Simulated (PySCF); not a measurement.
Species: CH3ClNO4S2 (charge -1).
SMILES with atom numbers: `[CH3:1][S:2](=[O:3])(=[O:4])[N-:5][S:6](=[O:7])(=[O:8])[Cl:9]` (hydrogens: H10, H11, H12 on C1)

Cartesian coordinates in Å at the PBE0-D3(BJ)/def2-SVP level; atoms count from 1:
```xyz
12
CH3ClNO4S2 angstrom
C     -1.440   -0.094   -0.441
S     -0.442    1.178    0.320
O     -0.690    2.415   -0.415
O     -0.743    1.156    1.751
N      1.118    0.772    0.007
S      1.689   -0.643    0.344
O      3.135   -0.621    0.458
O      0.913   -1.472    1.261
Cl     1.394   -1.746   -1.561
H     -2.480    0.232   -0.314
H     -1.165   -0.168   -1.500
H     -1.247   -1.040    0.079
```

The closed-shell ground state was solved at several levels (PySCF, density fitting, gas phase, non-relativistic). No diffuse functions stand in pcSseg-1, which bears on an anion's orbital energies.

| level | basis functions | total energy (Eh) | HOMO (eV) | LUMO (eV) | gap (eV) |
| --- | --- | --- | --- | --- | --- |
| PBE0/def2-SVPD | 237 | -1650.6289 | -4.11 | 1.93 | 6.04 |
| KT3/pcSseg-1 | 189 | -1666.0830 | -2.36 | 1.55 | 3.91 |

Task: Estimate the row for PBE0/pcSseg-1, a basis of 189 functions; the other rows only guide the guess.

Result: Total energy -1651.1729 Eh, HOMO -3.87 eV, LUMO 2.30 eV, gap 6.17 eV.

Task: Over all these levels, which gives the widest orbital gap and which the narrowest?

Result: PBE0/pcSseg-1 (global hybrid, 25 % exact exchange) has the widest, 6.17 eV, and KT3/pcSseg-1 (GGA) the narrowest, 3.91 eV. The two share the basis. From the narrowest to the widest the HOMO moves by -1.51 eV and the LUMO by +0.75 eV.

One conformer stands for the species.
